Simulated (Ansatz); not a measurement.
Geometry optimisation, RKS PBE/def2-SVP (Ansatz).

Input file:

```yaml
crystal:
  periodic: [false, false, false]
  atoms:
    - { symbol: Ta, position_ang: [0.0, 0.0, 0.0] }
    - { symbol: Cl, position_ang: [2.82, 0.0, 0.0] }
    - { symbol: "N", position_ang: [0.0, 0.0, 2.16] }
    - { symbol: H, position_ang: [-0.2456, -0.8845, 2.69] }
    - { symbol: H, position_ang: [0.2456, 0.8845, 2.69] }
    - { symbol: Cl, position_ang: [0.0, 0.0, -2.47] }
    - { symbol: Cl, position_ang: [-1.235, 2.139, 0.0] }
    - { symbol: Cl, position_ang: [-1.235, -2.139, 0.0] }
    - { symbol: P, position_ang: [0.8892, -2.3291, -1.318] }
    - { symbol: H, position_ang: [0.5729, -3.4686, -0.5319] }
    - { symbol: H, position_ang: [0.2481, -2.4332, -2.5807] }
    - { symbol: H, position_ang: [2.2402, -1.3687, -0.7745] }
basis:
  gaussian: { orbitals: def2-SVP }
hamiltonian:
  xc: pbe
relax:
  f_tol: 0.15
  max_steps: 25
  restrain:
    - { distance: [0, 8], at: 2.52, k: 30.0 }
    - { distance: [11, 1], at: 1.37, k: 30.0 }
    - { distance: [0, 1], at: 3.67, k: 30.0 }
    - { distance: [11, 8], at: 2.62, k: 30.0 }
output:
  orbitals: {}
```

Launched with:

```bash
$ ansatz run input.yaml --threads 4 --pin off --max-ram 5120MiB --backend cpu --events-out ev --progress --plain --runs-dir out
```

**Question.** Where does it end, and by what steps?

**Answer.** It converged. The restraints hold the end off the free minimum; the threshold counts their pulls, which the force column leaves out. Restrained pairs: Ta1–P9 (2.82 → 2.53 Å), Cl2–H12 (1.68 → 1.35 Å), Ta1–Cl2 (2.82 → 3.68 Å), P9–H12 (1.74 → 2.61 Å). After 21 steps the energy has fallen by 3.348 eV (the restraints' own energy left out); H5 moved furthest, 1.85 Å.

```csv
step,energy less start (eV),largest force component (eV/Å),accepted
0,0.0000,3.204,yes
1,0.4298,4.796,yes
2,0.4817,4.953,yes
3,-0.1342,4.389,yes
4,-1.2156,2.569,yes
5,-1.8285,1.430,yes
6,-2.2331,0.950,yes
7,-2.5547,0.742,yes
8,-2.7963,0.685,yes
9,-2.9519,0.583,yes
10,-3.0424,0.927,yes
11,-3.1062,1.070,yes
12,-3.1775,0.702,yes
13,-3.2410,0.637,yes
14,-3.2698,0.553,yes
15,-3.3038,1.006,yes
16,-3.3348,0.489,yes
17,-3.3238,0.904,no
18,-3.3423,0.538,yes
19,-3.3395,0.513,no
20,-3.3459,0.543,yes
21,-3.3480,0.545,yes
```

```xyz
12
Properties=species:S:1:pos:R:3
Ta -0.560 -0.302 -0.164
Cl 3.023 0.470 0.152
N 0.317 -0.431 1.570
H -0.206 -0.533 2.451
H 1.323 -0.270 1.723
Cl 0.266 0.550 -2.182
Cl -1.809 1.704 0.129
Cl -2.501 -1.542 0.018
P 0.777 -2.306 -0.938
H 0.450 -3.491 -0.204
H 0.427 -2.727 -2.258
H 2.792 -0.722 -0.433
```

Run time: 79 s on 4 threads of Arm Neoverse V1, on a shared host, peak memory 0.29 GiB.
